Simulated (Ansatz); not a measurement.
The input (input.yaml):

```yaml
crystal:
  periodic: [false, false, false]
  atoms:
    - { symbol: W, position_ang: [0.0, 0.0, 0.0] }
    - { symbol: H, position_ang: [0.0, 0.0, 2.07] }
    - { symbol: H, position_ang: [1.72, 0.0, 0.0] }
    - { symbol: H, position_ang: [0.0, 1.72, 0.0] }
    - { symbol: H, position_ang: [-1.72, 0.0, 0.0] }
    - { symbol: H, position_ang: [0.0, -1.72, 0.0] }
    - { symbol: H, position_ang: [0.0, 0.0, -1.72] }
    - { symbol: O, position_ang: [1.4721, 1.5335, 0.7063] }
    - { symbol: H, position_ang: [2.2027, 1.0805, 1.2365] }
    - { symbol: H, position_ang: [0.7317, 0.7622, 1.9256] }
basis:
  gaussian: { orbitals: def2-SVP }
hamiltonian:
  xc: b3lyp
  dispersion: d4
relax:
  f_tol: 0.15
  max_steps: 25
  restrain:
    - { distance: [0, 7], at: 3.14, k: 30.0 }
    - { distance: [9, 1], at: 1.86, k: 30.0 }
    - { distance: [0, 1], at: 1.72, k: 30.0 }
    - { distance: [9, 7], at: 1.01, k: 30.0 }
output:
  orbitals: {}
```

Run as:

```bash
$ ansatz run input.yaml --threads 1 --pin off --max-ram 2048MiB --backend cpu --events-out ev --progress --plain --runs-dir out
```

Hardware: 1 thread of Intel(R) Xeon(R) 6975P-C (Granite Rapids), with other jobs on the host.

**Question.** Roughly how long does this run take, and how much memory?

**Answer.** 55 s, with a peak of 0.19 GiB, for 24 ionic steps.
